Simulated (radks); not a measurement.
Dispersion coefficients C6 (hartree bohr^6) between ground-configuration atoms and ions, from the Casimir-Polder integral (3/pi) of alpha_A(iw) alpha_B(iw). Method: scalar-relativistic Kohn-Sham, LB94 model potential, spin-unpolarised, spherical densities, finite nucleus; Fermi nuclear charge, rms radius of each element as measured or else 0.836 A^(1/3) + 0.57 fm; computed with a radial shooting solver on a logarithmic mesh with Libxc functionals. Response by self-consistent Sternheimer equations with the Hartree and adiabatic LDA kernel, the relativistic mass of each level held fixed and spin-orbit coupling left out. For heavy and open-shell atoms this level of theory can miss by tens of per cent.

C6,C,Os3+,Ru,Re2+,Pm,H,Si,Se+
C,46.91,,,,,,,
Os3+,38.11,37.80,,,,,,
Ru,130.6,102.7,376.2,,,,,
Re2+,54.62,50.82,148.9,69.68,,,,
Pm,276.1,194.7,842.2,294.1,2078,,,
H,21.58,16.64,60.93,24.30,132.9,10.06,,
Si,118.2,87.90,341.2,130.1,772.7,55.79,313.9,
Se+,61.85,53.17,169.5,74.77,345.0,28.02,151.5,82.99

Static polarisabilities (bohr^3): C ([He] 2s2 2p2) 11.97, Os3+ ([Xe] 4f14 5d5) 6.802, Ru ([Kr] 4d7 5s1) 43.78, Re2+ ([Xe] 4f14 5d5) 11.23, Pm ([Xe] 4f5 6s2) 141.7, H (1s1) 6.112, Si ([Ne] 3s2 3p2) 39.33, Se+ ([Ar] 3d10 4s2 4p3) 13.74. The combination rule 2 Ca Cb / ((alpha_b/alpha_a) Ca + (alpha_a/alpha_b) Cb) gives 118.0 for Si-C, against 118.2 from the integral.
